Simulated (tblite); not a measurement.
C5H7BBrF.
Atom-mapped SMILES: `[CH2:1]=[C:2](/[CH:3]=[CH:4]\[CH3:5])[B:6]([F:7])[Br:8]` (hydrogens: H9, H10 on C1; H11 on C3; H12 on C4; H13, H14, H15 on C5)

Computed with GFN2-xTB (tblite), gas phase: L-BFGS steps from a force-field or distance-geometry start until the largest atomic force falls under 0.01 eV/Å.

Step 56: E = -662.5764 eV
```
atom  x, y, z in Å  |  force x, y, z in eV/Å
C1     -1.9419   -0.8724   -0.8013    0.007  -0.002  -0.014
C2     -1.0306   -0.2051   -0.0790    0.001  -0.009   0.004
C3     -0.0357   -0.9558    0.7113    0.012  -0.010  -0.015
C4      1.2656   -0.6910    0.7397   -0.006   0.023   0.001
C5      1.9523    0.3823   -0.0356   -0.004   0.019  -0.012
B6     -1.0493    1.3508   -0.0015    0.032   0.006  -0.019
F7     -0.4335    2.0046    0.9626   -0.008   0.004   0.022
Br8    -1.9884    2.4288   -1.2294    0.002  -0.013   0.008
H9     -2.6797   -0.3606   -1.3979   -0.029  -0.017   0.012
H10    -1.9637   -1.9498   -0.8310   -0.006  -0.001   0.013
H11    -0.4265   -1.7949    1.2711    0.006  -0.005  -0.003
H12     1.9218   -1.2939    1.3540   -0.061  -0.018   0.013
H13     1.3099    0.7821   -0.8189    0.030   0.025   0.010
H14     2.8556   -0.0131   -0.4989   -0.002   0.032   0.029
H15     2.2396    1.1964    0.6327    0.026  -0.033  -0.047
```

Step 57: E = -662.5771 eV
```
atom  x, y, z in Å  |  force x, y, z in eV/Å
C1     -1.9446   -0.8734   -0.7997    0.005  -0.010  -0.006
C2     -1.0318   -0.2061   -0.0791   -0.001  -0.005  -0.004
C3     -0.0360   -0.9569    0.7099    0.008  -0.002  -0.018
C4      1.2649   -0.6893    0.7405   -0.008   0.016  -0.009
C5      1.9519    0.3858   -0.0318    0.007   0.011  -0.010
B6     -1.0493    1.3496   -0.0051    0.044   0.008  -0.019
F7     -0.4326    2.0030    0.9584   -0.015   0.017   0.024
Br8    -1.9833    2.4261   -1.2384    0.002  -0.012   0.013
H9     -2.6839   -0.3629   -1.3961   -0.019  -0.020   0.019
H10    -1.9662   -1.9507   -0.8253   -0.013  -0.007   0.004
H11    -0.4260   -1.7986    1.2664    0.011  -0.005  -0.003
H12     1.9220   -1.2951    1.3508   -0.061  -0.016   0.021
H13     1.3069    0.7973   -0.8061    0.020   0.028   0.001
H14     2.8484   -0.0116   -0.5054    0.008   0.011   0.012
H15     2.2550    1.1911    0.6389    0.011  -0.014  -0.024
```

Problem. Estimate the geometry and energy of step 58. (The exact step hangs on the optimiser's Hessian estimate; all steps are aligned on step 57, rigid shifts and turns removed.)

Solution. E = -662.5777 eV, largest force 0.064 eV/Å
```
atom  x, y, z in Å  |  force x, y, z in eV/Å
C1     -1.9486   -0.8753   -0.7970    0.001  -0.015   0.005
C2     -1.0334   -0.2079   -0.0797   -0.001   0.000  -0.016
C3     -0.0362   -0.9586    0.7072   -0.001   0.007  -0.019
C4      1.2639   -0.6868    0.7409   -0.007   0.010  -0.018
C5      1.9517    0.3912   -0.0263    0.024   0.014  -0.016
B6     -1.0478    1.3479   -0.0111    0.052   0.005  -0.014
F7     -0.4315    2.0016    0.9527   -0.024   0.029   0.024
Br8    -1.9753    2.4218   -1.2516    0.003  -0.009   0.018
H9     -2.6900   -0.3666   -1.3927   -0.008  -0.022   0.023
H10    -1.9708   -1.9527   -0.8171   -0.020  -0.013  -0.006
H11    -0.4249   -1.8040    1.2594    0.019  -0.002  -0.006
H12     1.9214   -1.2966    1.3468   -0.057  -0.011   0.028
H13     1.3018    0.8214   -0.7869    0.034   0.017   0.014
H14     2.8379   -0.0104   -0.5162   -0.003   0.004   0.001
H15     2.2773    1.1834    0.6496   -0.013  -0.013  -0.018
```

The energy changes by -0.0006 eV. The first-order estimate −F·Δx gives -0.0009 eV and the mean of the old and new forces, exact on a quadratic surface, -0.0006 eV. The step makes an angle of 82° with the force vector and moves no atom by more than 0.031 Å.

What follows is the cost of the whole relaxation. On one thread, Arm Neoverse N1 (aarch64) (shared host), this took 1.3 s.
